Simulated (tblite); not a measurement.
Compound: C8H7O (doublet state).
Cartesian coordinates in Å at the GFN2-xTB level; atoms count from 1:
```
atom  x, y, z in Å
C1     3.505    0.483    2.365
C2     2.555    0.014    1.786
C3     1.489   -0.501    1.132
C4     0.538   -1.016    0.582
C5    -0.579   -1.540   -0.108
C6    -1.200   -0.440   -1.177
O7    -2.094   -1.065   -1.875
C8    -1.678    0.708   -0.328
C9    -0.932    1.762   -0.049
H10    4.329    0.888    2.871
H11   -0.319   -2.407   -0.715
H12   -1.406   -1.781    0.560
H13   -0.294   -0.152   -1.760
H14   -2.702    0.626    0.008
H15    0.088    1.839   -0.392
H16   -1.308    2.592    0.524
```

Computed with GFN2-xTB (tblite): harmonic, unscaled wavenumbers at the GFN2-xTB geometry, gas phase. This tight-binding method is rough: wavenumbers can miss measured ones by several per cent, in bad cases by 10 to 20. One conformer, not necessarily the lowest. Open shells enter through the occupations alone, without spin polarisation, and single modes of such species can be off by tens of per cent.

Harmonic wavenumbers (cm⁻¹): 44.6, 63.0, 101.8, 142.6, 170.3, 231.5, 277.3, 285.8, 328.2, 375.1, 387.3, 410.8, 473.0, 607.7, 633.4, 638.0, 653.7, 746.0, 820.4, 877.3, 897.3, 1005.1, 1019.8, 1079.6, 1126.0, 1175.1, 1230.9, 1246.6, 1283.3, 1324.3, 1402.0, 1410.8, 1679.4, 2196.3, 2276.3, 2657.4, 2978.3, 2984.9, 3080.2, 3090.7, 3119.5, 3401.5.

A = 3591, B = 802.6, C = 681.9 MHz; mass 119.050 u (most abundant isotopes); point group C1, symmetry number 1; spin multiplicity 2.

Task: Zero-point energy?

Result: ½Σν̃ = 24967 cm⁻¹ = 71.38 kcal/mol.

Task: Give the ideal-gas entropy at 400 K and 1 bar in the rigid-rotor, harmonic-oscillator model (classical rotation).

Result: Translation 41.72, rotation 30.36, vibration 41.01, spin (R ln 2) 1.38: S = 114.5 cal/(mol K).

Task: And Cp and H(400 K) − H(0)?

Result: Cp = 46.80 cal/(mol K), of which vibrations give 38.85 (their classical limit is 42 R = 83.5); H(400 K) − H(0) = 11.58 kcal/mol without the zero-point energy, 8.40 from vibrations.

Task: Which modes carry the vibrational entropy at 400 K?

Result: 44.6 cm⁻¹: 5.63; 63.0 cm⁻¹: 4.94; 101.8 cm⁻¹: 3.99; 142.6 cm⁻¹: 3.34; 170.3 cm⁻¹: 2.99; 231.5 cm⁻¹: 2.41 cal/(mol K); the other 36 give 17.72 together.

Task: How do the functions run with temperature in this model?

Result: 
```tsv
T (K)	S (cal/(mol K))	Cp (cal/(mol K))	H − H(0) (kcal/mol)	G − H(0) (kcal/mol)	ln q(vib)
150	80.4	24.9	2.44	-9.62	3.22
250	95.4	34.7	5.43	-18.43	6.01
298.15	101.9	38.9	7.20	-23.18	7.34
600	135.8	58.2	22.15	-59.30	15.15
900	161.6	68.9	41.35	-104.05	21.97
```

q(vib) and H(0) count from the zero-point level.

Task: Blend soft modes into free rotors: weight 1/[1 + (100 cm⁻¹/ν̃)⁴] for the oscillator and the rest for a rotor with moment μB/(μ + B), μ = h/(8π²ν), B = 10⁻⁴⁴ kg m². What vibrational entropy results?

Result: 37.69 cal/(mol K) in place of 41.01, which changes −T·S at 400 K by +1.33 kcal/mol.

Task: What must be added to the electronic energy to get the Gibbs energy at 400 K and 1 bar?

Result: ZPE + [H(400 K) − H(0)] − T·S = 71.38 + 11.58 − 45.79 = 37.17 kcal/mol.

Hindered rotation and anharmonicity are outside this model. Other conformers, if any are populated, would add a mixing term that is left out. The structure is chiral; the term R ln 2 for an equal mix with its mirror image is left out.
